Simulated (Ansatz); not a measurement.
`NC[TeH]` and `NCN` differ in one atom or group.

Ansatz, PBE0-D4/def2-TZVP geometries, multiplicity 1. Each molecule was computed in one conformer, which needn't be the lowest.

Elements past krypton have def2 core potentials.

| property | `NC[TeH]` |
| --- | --- |
| HOMO energy (PBE/def2-TZVPP) / eV | -4.96 |
| zero-point energy (PBE0-D4/def2-TZVP) / kJ/mol | 160.4 |
| HOMO energy (PBE0/def2-TZVPP) / eV | -6.01 |
| LUMO energy (ωB97M-V/def2-TZVPP) / eV | 1.23 |
| HOMO–LUMO gap (PBE0/def2-TZVPP) / eV | 5.45 |
| size of the dipole moment (B3LYP/def2-TZVPP) / D | 2.25 |

Problem. What does the change do to each property? (An estimate is asked.)

Solution. Computed: 
```json
{"property": "HOMO energy (PBE/def2-TZVPP) / eV", "`NCN`": "-5.37", "shift": "-0.41"}
{"property": "zero-point energy (PBE0-D4/def2-TZVP) / kJ/mol", "`NCN`": "216.4", "shift": "56.0"}
{"property": "HOMO energy (PBE0/def2-TZVPP) / eV", "`NCN`": "-6.89", "shift": "-0.88"}
{"property": "LUMO energy (ωB97M-V/def2-TZVPP) / eV", "`NCN`": "2.37", "shift": "1.14"}
{"property": "HOMO–LUMO gap (PBE0/def2-TZVPP) / eV", "`NCN`": "7.88", "shift": "2.43"}
{"property": "size of the dipole moment (B3LYP/def2-TZVPP) / D", "`NCN`": "1.62", "shift": "-0.63"}
```

With PBE0 the HOMO falls by 0.88 eV and the LUMO rises by 1.55 eV, so the gap widens by about 2.43 eV. PBE moves the HOMO by -0.41 eV and ωB97M-V by -1.19 eV. The zero-point energy changes by 56.0 kJ/mol with +3 modes. Dipoles are sizes alone; their direction can turn.

B3LYP here is the variant with VWN-RPA as its local correlation; programs differ in this.

Spin–orbit coupling is left out; it splits and shifts lone-pair levels of the heavy atoms by tenths of an eV.
